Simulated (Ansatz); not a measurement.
Isomers of CH5FSSi2, relaxed with PBE0-D4/def2-TZVP in Ansatz; electronic energies, one conformer each and not always the lowest. Functionals use def2-TZVPP; CBS adds triple-zeta CCSD(T) − MP2 to the MP2 limit of def2-TZVPP and def2-QZVPP.

Question: Order them by energy at frozen-core CCSD(T)/CBS, lowest first. (Estimate.)
A. `F[SiH]1[SiH2]CS1`
B. `F[Si]1([SiH3])CS1`
C. `C[Si]1(F)[SiH2]S1`
D. `F[Si]1(S)C[SiH2]1`

Answer: C (0.0 kJ/mol), A (80.1 kJ/mol), B (123.1 kJ/mol), D (140.0 kJ/mol).

Question: How do r2SCAN-D4, B3LYP-D4, HF/CBS(def2), MP2/CBS(def2) place them (kJ/mol, against `C[Si]1(F)[SiH2]S1`)? (An estimate is asked.)

Answer: The calculation gave: 
| isomer | r2SCAN-D4 | B3LYP-D4 | HF/CBS(def2) | MP2/CBS(def2) |
| --- | --- | --- | --- | --- |
| `F[SiH]1[SiH2]CS1` | 91.7 | 79.1 | 76.8 | 84.9 |
| `F[Si]1(S)C[SiH2]1` | 140.3 | 136.0 | 143.5 | 146.2 |
| `F[Si]1([SiH3])CS1` | 126.7 | 118.2 | 118.4 | 128.4 |

B3LYP here is the variant with VWN-RPA as its local correlation; programs differ in this.
